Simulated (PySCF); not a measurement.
# What builds the third ionisation energy along group 4

Calculated with PySCF 2.14 from differences of total energies of unrestricted determinants, without spin-orbit coupling. Each column adds one step, in eV (sums use unrounded values): valence MP2, valence CCSD, valence triples, then the next inner shell at CCSD(T) (Ti 3s 3p, Zr 4s 4p, Hf 5s 5p). References (NIST) marked * lie between the lowest fine-structure levels; the others compare directly ((s) semi-empirical, (t) theoretical).

| element | UHF | + MP2 | + CCSD | + (T) | + inner shell | sum | reference |
| --- | --- | --- | --- | --- | --- | --- | --- |
| Ti [Ar] 3d2 → [Ar] 3d1 (ANO-RCC-VTZP, spin-free X2C) | 26.647 | 0.123 | 0.031 | 0.000 | 0.376 | 27.176 | 27.492 * |
| Zr [Kr] 4d2 → [Kr] 4d1 (ANO-RCC-VTZP, spin-free X2C) | 22.395 | 0.102 | 0.032 | 0.000 | 0.435 | 22.964 | 23.170 (s) * |
| Hf [Xe] 4f14 5d2 → [Xe] 4f14 5d1 (ANO-RCC-VTZP, spin-free X2C) | 21.501 | 0.084 | 0.024 | 0.000 | 0.377 | 21.986 | 22.55 ± 0.04 (t) * |

What remains against the references is mostly basis incompleteness and, for starred values, spin-orbit coupling.

These are valence bases, so the inner-shell step is incomplete.
